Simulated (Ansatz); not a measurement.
Calculated with Ansatz (gas phase, PBE0-D4/def2-TZVP geometries, no zero-point term in ΔE). CCSD(T)/CBS is the MP2 limit (def2-TZVPP, def2-QZVPP) plus CCSD(T) − MP2 in def2-TZVPP, frozen cores. This one scheme is used for every species. Functionals use def2-TZVPP. B3LYP here is the variant with VWN-RPA as its local correlation; programs differ in this. Each species was taken in one conformer, which may not be the lowest.

`O=COC[SiH2]Cl` + H₂ → `O=COC[SiH3]` + HCl  (hydrogenolysis of the Si–Cl bond)

| level | ΔE (kcal/mol) | difference from CCSD(T)/CBS |
| --- | --- | --- |
| PBE-D4 | 18.6 | -0.3 |
| r2SCAN-D4 | 19.8 | 0.9 |
| PBE0-D4 | 18.5 | -0.4 |
| B3LYP-D4 | 18.5 | -0.4 |
| ωB97X-V | 18.4 | -0.5 |
| ωB97M-V | 19.0 | 0.1 |
| B2PLYP | 17.8 | -1.1 |
| PBE | 17.4 | -1.5 |
| r2SCAN | 19.4 | 0.5 |
| PBE0 | 17.4 | -1.5 |
| B3LYP | 16.6 | -2.3 |
| HF/def2-TZVPP | 15.8 | -3.1 |
| MP2/def2-TZVPP | 19.9 | 1.0 |
| SCS-MP2/def2-TZVPP | 18.4 | -0.5 |
| CCSD/def2-TZVPP | 16.7 | -2.2 |
| CCSD(T)/def2-TZVPP | 17.5 | -1.4 |
| HF/def2-QZVPP | 15.8 | -3.1 |
| MP2/def2-QZVPP | 20.7 | 1.8 |
| SCS-MP2/def2-QZVPP | 19.3 | 0.4 |
| HF/CBS(def2) | 15.8 | -3.1 |
| MP2/CBS(def2) | 21.3 | 2.4 |
| CCSD/CBS(def2) | 18.1 | -0.8 |
| CCSD(T)/CBS | 18.9 | 0 |

Largest T1 diagnostic among the species: 0.015.

The D4 term adds +1.9 kcal/mol with B3LYP and +1.1 kcal/mol with PBE0; it sums over pairs of atoms, weighted by their polarisabilities, and B3LYP, whose exchange is more repulsive, gets the larger term. In def2-TZVPP, CCSD(T) changes the Hartree–Fock value by +1.7 kcal/mol (the triples alone add +0.8 kcal/mol) and MP2 by +4.1 kcal/mol.
